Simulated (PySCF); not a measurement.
C3H9BO, SMILES COB(C)C.

The structure is a stationary point at PBE0-D3(BJ)/def2-SVP. One conformer was computed; it need not be the lowest.

Level of theory: PySCF with PBE/def2-TZVP.

Gas-phase values at a fixed geometry.

```yaml
total_energy: -219.64950 hartree
highest_occupied_level: -6.61 eV
lowest_empty_level: -0.39 eV
orbital_gap: 6.22 eV
dipole_moment: 1.27 D
quadrupole, principal values (traceless, Buckingham form, about the centre of nuclear charge): -3.63, 0.65, 2.98 D·Å
mean_static_polarisability: 57.6 bohr³ (8.53 Å³)
polarisability_principal_values: 47.3, 57.7, 67.7 bohr³
```
